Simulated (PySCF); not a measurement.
H6NSi2, SMILES [N]([SiH3])[SiH3], multiplicity 2.

Coordinates come from a B3LYP-D3(BJ)/def2-SVP optimisation. The isomer is the one that the SMILES or the coordinates give; other isomers of the formula were not compared.

Method: B3LYP-D3(BJ)/def2-SVP (PySCF).

Frequencies are harmonic and unscaled.

Computed normal modes with their intensities:
```tsv
mode	ν (cm⁻¹)	IR (km/mol)	moving atoms (share of kinetic energy)
1	48	1.6	H 53 %, N 41 %
2	56	0.1	H 99 %
3	107	2.0	N 47 %, Si 29 %, H 24 %
4	529	0.7	Si 68 %, H 18 %, N 14 %
5	590	1.2	H 90 %, Si 10 %
6	671	6.4	H 90 %, Si 10 %
7	686	64.3	H 70 %, N 21 %, Si 10 %
8	713	117.4	H 70 %, N 19 %, Si 11 %
9	897	171.3	H 93 %
10	905	75.8	H 96 %
11	933	206.2	H 93 %
12	949	104.9	H 96 %
13	969	241.9	H 94 %
14	1000	59.6	H 93 %
15	1050	76.0	N 78 %, Si 15 %
16	2185	23.1	H 96 %
17	2189	11.4	H 97 %
18	2190	171.2	H 96 %
19	2195	203.2	H 97 %
20	2217	67.3	H 97 %
21	2220	82.9	H 97 %
```
